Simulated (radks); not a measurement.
Task: The mean radii <r> (bohr) of the occupied orbitals of an atom or ion are listed with their occupations. Method: non-relativistic Kohn-Sham, LDA (Slater exchange, Perdew-Wang correlation), spin-unpolarised, spherical densities, point nucleus; computed with a radial shooting solver on a logarithmic mesh with Libxc functionals.

orbital  occ.      <r>
1s          2  0.04133
2s          2   0.1825
2p          6   0.1570
3s          2   0.5220
3p          6   0.5228
3d         10   0.5197
4s          2    1.352
4p          2    1.472

Name the element and its charge.

Result: Z = 37, rubidium, charge +5: Rb5+ in [Ar] 3d10 4s2 4p2. The 1s radius gives Z: for a bare nucleus <r> = 1.5/Z, 0.04054 bohr for Z = 37, and screening makes it slightly larger (0.04133 here). The occupations add up to 32, and the charge is Z minus that.
